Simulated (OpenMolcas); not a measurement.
**OpenMolcas run: neutral copper**

Input:

```
&GATEWAY
Coord
1

Cu 0.0 0.0 0.0
Basis=ANO-R2
Group=XYZ
NoMove
AngMom=0.0 0.0 0.0
AMFI
&SEWARD
&RASSCF
FileOrb=start.orb
Symmetry=1
Spin=2
nActEl=11 0 0
Inactive=3 6
Ras2=6 0
CIRoot=6 6 1
SDav=6
CIMx=300
Iter=120 100
PrWF=0.3
OrbListing=Nothing
MaxOrb=0
Atom
>>> COPY $Project.JobIph JOB001
&RASSI
NrOfJobIphs=1 6
1 2 3 4 5 6
IphNames
JOB001
EJob
SpinOrbit
DIPRint=1.0
SOCoupling=1000.0
Subsets=2
MEES
Property=10
'ANGMOM' 1 'ANGMOM' 2 'ANGMOM' 3 'MLTPL  1' 1 'MLTPL  1' 2 'MLTPL  1' 3
'AMFI' 1 'AMFI' 2 'AMFI' 3 'MLTPL  2' 6
SOProperty=3
'ANGMOM' 1 'ANGMOM' 2 'ANGMOM' 3
```

Launched by
```bash
OMP_NUM_THREADS=1 MOLCAS_MEM=1689 MOLCAS_PROJECT=a pymolcas a.inp > a.log  # once for each step of the input, in one work folder
```

A driver script runs the steps one by one and writes start.orb anew before each from the orbitals found so far.

Output, cut to the results:

```
--- SEWARD ---
Basis set label: CU.ANO-R...6S4P4D2F1G.

      Electronic valence basis set:
      ------------------
      Associated Effective Charge  29.000000 au
      Associated Actual Charge     29.000000 au
      Nuclear Model: Finite nucleus - Gaussian distribution
        Gaussian exponent, Xi/bohr**(-2):  2.76660E+08

      Shell  nPrim  nBasis  Cartesian Spherical Contaminant
         s      21       6        X
         p      13       4        X
         d       9       4                 X
         f       5       2                 X
         g       4       1                 X
                  Relativistic X2C integrals
                  Atomic mean-field integrals
--- RASSCF ---
Wave function specifications:
      -----------------------------

      Number of closed shell electrons          18
      Number of electrons in active shells      11
      Max number of holes in RAS1 space          0
      Max nr of electrons in RAS3 space          0
      Number of inactive orbitals                9
      Number of active orbitals                  6
      Number of secondary orbitals              46
      Spin quantum number                      0.5
      State symmetry                             1
Orbital specifications:
      -----------------------

      Symmetry species                           1   2
                                                ag  au
      Frozen orbitals                            0   0
      Inactive orbitals                          3   6
      Active orbitals                            6   0
      RAS1 orbitals                              0   0
      RAS2 orbitals                              6   0
      RAS3 orbitals                              0   0
      Secondary orbitals                        26  20
      Deleted orbitals                           0   0
      Number of basis functions                 35  26
      Number of CSFs                             6
      Number of root(s) required                 6
      Iter CI   SX   CI       RASSCF       Energy    max ROT     max BLB   max BLB  Level Ln srch  Step   QN
          iter iter root      energy       change     param      element    value   shift minimum  type update
 Nr of preliminary CI iterations:   1
      Total energies have been shifted. Add                -1000.00 au
        1   1    4    0  -653.16912440    0.00E+00   8.13E-07    9  11 1 -1.13E-06   0.00   0.00    SX    NO
        2   1    2    0  -653.16912440   -2.27E-12   1.33E-07    9  11 1 -2.38E-07   0.00   0.00    SX    NO
        3   1    2    0  -653.16912440   -9.09E-13  -6.02E-08    6  14 1 -8.54E-08   0.00   0.00    SX    NO
        4   1    2    0  -653.16912440    1.59E-12   2.33E-08    6  19 1 -1.29E-07   0.00   0.00    SX    NO
      Convergence after  4 iterations
        5   1    2    0  -653.16912440   -6.82E-13   2.33E-08    6  24 1 -1.03E-07   0.00   0.00    SX    NO
      Natural orbitals and occupation numbers for root  1
      sym 1:   2.000000   1.000000   2.000000   2.000000   2.000000   2.000000
      Natural orbitals and occupation numbers for root  2
      sym 1:   2.000000   2.000000   2.000000   2.000000   1.000000   2.000000
      Natural orbitals and occupation numbers for root  3
      sym 1:   2.000000   2.000000   2.000000   1.000000   2.000000   2.000000
::    RASSCF root number  1 Total energy:  -1653.18627026
::    RASSCF root number  2 Total energy:  -1653.18627026
::    RASSCF root number  3 Total energy:  -1653.18627026
::    RASSCF root number  4 Total energy:  -1653.18627026
::    RASSCF root number  5 Total energy:  -1653.18627026
::    RASSCF root number  6 Total energy:  -1653.08339509

--- RASSI ---
SPIN-FREE ENERGIES:
  (Shifted by EMIN (a.u.) =      -1653.1862702572)

 SF State       Relative EMIN(au)   Rel lowest level(eV)    D:o, cm**(-1)      L_eff

     1             0.0000000000        0.0000000000              0.0000         2.0
     2             0.0000000000        0.0000000000              0.0000         2.0
     3             0.0000000000        0.0000000000              0.0000         2.0
     4             0.0000000000        0.0000000000              0.0000         2.0
     5             0.0000000000        0.0000000000              0.0000         2.0
     6             0.1028751664        2.7993758871          22578.4892         0.0
     Dipole printing threshold changed to   1.00000000E+00
Eigenvalues of complex Hamiltonian:
   -----------------------------------
  (Shifted by EMIN (a.u.) =      -1653.1862702572)

 SO State       Relative EMIN(au)   Rel lowest level(eV)    D:o, cm**(-1)     J-value

     1            -0.0036433266        0.0000000000              0.0000         2.0
     2            -0.0036433266        0.0000000000              0.0000         1.9
     3            -0.0036433266        0.0000000000              0.0000         1.9
     4            -0.0036433266        0.0000000000              0.0000         2.0
     5            -0.0036433266        0.0000000000              0.0000         2.1
     6            -0.0036433266        0.0000000000              0.0000         1.9
     7             0.0054649899        0.2478499196           1999.0444         1.2
     8             0.0054649899        0.2478499196           1999.0444         1.1
     9             0.0054649899        0.2478499196           1999.0444         1.2
    10             0.0054649899        0.2478499196           1999.0444         1.1
    11             0.1028751664        2.8985158549          23378.1070         0.4
    12             0.1028751664        2.8985158549          23378.1070         0.4
...
```

The J values that RASSI prints are effective ones from its own formula and need not be integers or half-integers; the table below assigns J from the states.

Levels above the lowest, from the spin-orbit matrix, grouped by J:

| Configuration | Term | J | E (cm⁻¹) | g | Term weight % |
| --- | --- | --- | --- | --- | --- |
| 3d⁹ 4s² | ²D | 5/2 | 0.0 | 1.200 | 100 |
| 3d⁹ 4s² | ²D | 3/2 | 1999 | 0.800 | 100 |
| 3d¹⁰ 4s | ²S | 1/2 | 23378 | 2.002 | 100 |

Against the 2 measured excited levels shown (NIST Handbook of Basic Atomic Spectroscopic Data) the mean absolute deviation is 35000 cm-1; the largest miss in energy is 3d⁹ 4s² ²D_3/2: computed -21379, measured 13245 cm⁻¹ (-261.4 %). These deviations count from the computed level that pairs with the measured ground level.

Without dynamic correlation excited terms often stand tens of per cent too high (terms of higher spin than the ground term too low), and those without a measured partner can miss by more than the paired ones. The lowest computed level is not the ground level that NIST lists (2S1/2). A single d shell beside an s shell can misplace configurations of different d count against each other. Measured partners are found by configuration, term and J. A level has none where our copy of the source lacks it or the pairing is in doubt (some pairs that miss far off the trend of their configuration count as doubtful), and it then counts in no deviation. Only configurations of the active space appear.

The RASSCF and RASSI steps took 4.8 s on 1 thread of Intel(R) Xeon(R) Platinum 8488C (Sapphire Rapids) (shared host); the integral step is not counted.

The term weight is that of the spin-free term in the level, not the purity of its configuration.
